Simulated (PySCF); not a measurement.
Sc: excitation energy

Sc [Ar] 3d1 4s2 (2D) → Sc [Ar] 4s2 5s1 (2S), as a difference of total energies. All numbers are calculated (PySCF 2.14, the spin-free X2C one-electron Hamiltonian (Gaussian nucleus), in x2c-TZVPPall with one added diffuse shell each of s, p, d, f type (7s6p5d3f1g, 80 functions)). Correlated levels: valence and next inner shell: [Ne] frozen. The calculations carry no spin-orbit coupling.

| method | excitation energy (eV) |
| --- | --- |
| UHF | 5.190 |
| MP2 (valence and next inner shell) | 5.035 |
| SCS-MP2 (valence and next inner shell) | 5.042 |
| CCSD (valence and next inner shell) | 5.072 |
| CCSD(T) (valence and next inner shell) | 4.858 |

Q: How much does correlation contribute at CCSD(T) (valence and next inner shell)?

A: 4.858 − (5.190) = -0.332 eV, measured against UHF.

The promoted electron is Rydberg-like, and one or two diffuse shells describe it only roughly, which tends to raise the upper state.
